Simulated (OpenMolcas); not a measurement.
Computed transition rates of Au2+

- Program: OpenMolcas
- Method: MS-CASPT2, IPEA 0.25 Eh, imaginary shift 0.1 Eh (closed shells correlated: 5s 5p)
- Basis: ANO-RCC-VTZP [8s7p5d3f1g]
- Scalar Hamiltonian: DKH2, point nucleus
- Active space: 9 electrons in 6 orbitals (5d 6s)
- State averaging: 2S+1 = 4 even, 20 roots (17 in the spin-orbit step); 2S+1 = 2 even, 30 roots
- Spin-orbit coupling: RASSI with atomic mean-field integrals over the reference wave functions, term energies averaged over their components

Rates come from the transition moments of the reference wave functions (E1 and E2 in the length form). At fixed line strength A goes as λ^-3 for E1 and M1 and as λ^-5 for E2, so a rate at the computed wavelength can be rescaled to the measured one. Measured vacuum wavelengths follow from level energies in Iglesias, J. Res. Natl. Bur. Stand. 64A, 481 (1960). Branching counts decays inside the model space alone, at computed energies, and the table is only a selection of the E2 and M1 lines, drawn from those between levels with measured partners whose computed energy lies within a factor of 1.5 of the measured one.

```csv
Upper,Lower,Type,λ computed (nm),λ measured (nm),A computed (s-1),A rescaled (s-1),Branching %
5d8 6s 2P 1/2,5d9 2D 5/2,E2,177.6,171.4,1.48e+02,1.77e+02,68.8
5d8 6s 2G 9/2,5d9 2D 5/2,E2,177.9,173,8.78e+01,1.01e+02,74.0
5d8 6s 2F 7/2 [58 %],5d9 2D 5/2,E2,228.7,218.6,5.04e+01,6.32e+01,49.0
5d8 6s 2F 7/2 [58 %],5d8 6s 4F 9/2,M1,628.1,625.5,4.83e+01,,47.0
5d8 6s 2P 1/2,5d9 2D 3/2,E2,232.6,219.1,3.93e+01,5.30e+01,18.2
5d9 2D 3/2,5d9 2D 5/2,M1,751.8,787.8,3.82e+01,3.32e+01,100.0
5d8 6s 4F 5/2 [69 %],5d8 6s 4F 7/2 [60 %],M1,1022,1070,3.14e+01,2.74e+01,80.3
5d8 6s 2G 9/2,5d8 6s 4F 9/2,M1,352.2,356.3,2.81e+01,,23.6
5d8 6s 2G 7/2,5d9 2D 3/2,E2,230.8,217.9,2.66e+01,3.55e+01,49.5
5d8 6s 2G 7/2,5d8 6s 4F 7/2 [60 %],M1,421.1,425.4,1.97e+01,,36.6
5d8 6s 4P 1/2,5d9 2D 5/2,E2,207.2,202.3,8.10e+00,,78.6
5d8 6s 4F 7/2 [60 %],5d9 2D 5/2,E2,304.1,285.1,7.44e+00,,72.4
5d8 6s 4F 5/2 [69 %],5d9 2D 5/2,E2,234.4,225.1,4.42e+00,,11.3
5d8 6s 4F 7/2 [60 %],5d8 6s 4F 9/2,M1,1967,1879,2.77e+00,3.18e+00,27.0
5d8 6s 2G 7/2,5d8 6s 4F 9/2,M1,346.9,346.8,2.45e+00,,4.6
5d8 6s 2G 7/2,5d9 2D 5/2,E2,176.6,170.7,2.12e+00,2.51e+00,4.0
5d8 6s 4F 9/2,5d9 2D 5/2,E2,359.7,336.1,8.95e-02,,100.0
```

Spin-changing lines and M1 lines between different terms are not rescaled, since their strength hangs on the term gaps too.

The largest correction is for 5d8 6s 2P 1/2 → 5d9 2D 3/2 (E2): 3.93e+01 × (232.6 / 219.1)^5 = 5.30e+01 s-1, a factor of 1.35.

These are rates of the free ion; in crystals, glasses and complexes forced electric-dipole and non-radiative decay shorten such lifetimes by orders of magnitude. No measured rate stands beside these. Rescaling mends the energy factor alone: line strengths can still be far off where a level mixes with configurations outside the active space, and weak or spin-changing lines hang on small mixing coefficients that depend on the term gaps too, so rescaling need not improve them.

CASPT2 does not keep the components of a term degenerate, so their means are used; among the terms shown or strongly mixed into the levels shown the widest spread is 860 cm-1 (5d8 6s 2G). Some high roots are left out of the spin-orbit mixing, which shifts the levels that they would mix with. A single d shell beside an s shell can misplace configurations of different d count against each other. The CASPT2 spread within a term exceeds the gap to the next term for 5d8 6s 2P and 5d8 6s 2G, so the order of their levels is uncertain. Measured partners are found by configuration, term and J. A level has none where our copy of the source lacks it or the pairing is in doubt (some pairs that miss far off the trend of their configuration count as doubtful). Only configurations of the active space appear.

A share in square brackets marks a mixed level and gives the weight of the term that names it.
